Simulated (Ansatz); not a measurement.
Coupled-cluster diagnostics for CuPd2, Ansatz.

Geometry of the doublet (PBE-D4/def2-TZVP):

```xyz
3

Pd   -1.407    0.048   -0.296
Pd    0.868   -0.999   -0.565
Cu    0.539    0.951    0.861
```

In the def2 sets Pd takes a core potential; there is no spin–orbit coupling. Correlated methods freeze 9 core orbitals; core or outer-core shells of Pd are correlated, in sets that lack core-valence functions. The structure comes from a short search, and lower isomers may exist.

Geometry of the charge 0 quartet (PBE-D4/def2-TZVP):

```xyz
3

Pd   -0.514    0.813   -1.039
Pd    1.301    0.302    0.466
Cu   -0.787   -1.115    0.573
```

(1) Estimate the CCSD(T) correlation energy, the shares of MP2 and (T), T1 and the reference's ⟨S²⟩ for: charge 0, doublet, own geometry in def2-TZVP; charge 0, quartet, own geometry in def2-TZVP; and the rough time on 2 threads of Arm Neoverse V1 on a shared host.

## Answers

(1) 
```csv
state,basis,correlation (eV),MP2 share (%),(T) share (%),T1,⟨S²⟩ (pure),wall time,remarks
"charge 0, doublet, own geometry",def2-TZVP,-36.018,104.6,3.8,0.067,0.79 (0.75),3.4 min,large T1
"charge 0, quartet, own geometry",def2-TZVP,-34.859,104.0,3.3,0.103,3.85 (3.75),6.4 min,large T1
```
Customary marks for T1 are 0.02 (closed shells), 0.045 (open shells) and about 0.05 (3d metals). T1 exceeds 0.02 in 2 of 2 rows and 0.045 in 2; the higher it lies, the less the single-reference result can be trusted.
